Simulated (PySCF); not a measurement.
# La³⁺ (lanthanum, charge +3) across methods

[Xe], closed-shell 1S. All numbers are calculated (PySCF 2.14, scalar relativity by spin-free X2C-1e, in x2c-TZVPPall with one added diffuse shell each of s, p, d type (12s8p8d3f1g, 106 functions)).

```
 method  E (hartree)  mean ε 4d (eV)  mean ε 5s (eV)  mean ε 5p (eV)  Σ⟨r²⟩ (bohr²)   ⟨S²⟩
  HSE06     -8490.69         -130.85         -63.967         -46.036          38.88  0.000
   PBE0     -8490.79         -131.29         -64.465         -46.503          38.84  0.000
 revPBE     -8491.02         -127.01         -61.553         -44.720          38.82  0.000
    UHF  -8488.03654         -142.50         -71.689         -50.475          39.12  0.000
    PBE     -8490.71         -127.07         -61.597         -44.750          38.83  0.000
wB97M-V     -8490.59         -133.83         -67.058         -48.869          38.95  0.000
 r2SCAN     -8491.13         -128.67         -62.520         -45.248          38.88  0.000
```

Question: Estimate the same row for LDA.

Answer: E (hartree) = -8483.92; mean ε 4d (eV) = -127.21; mean ε 5s (eV) = -61.848; mean ε 5p (eV) = -44.927; Σ⟨r²⟩ (bohr²) = 38.81; ⟨S²⟩ = 0.000.

Spin-orbit coupling, which splits the p, d and f shells strongly at this Z, is absent.
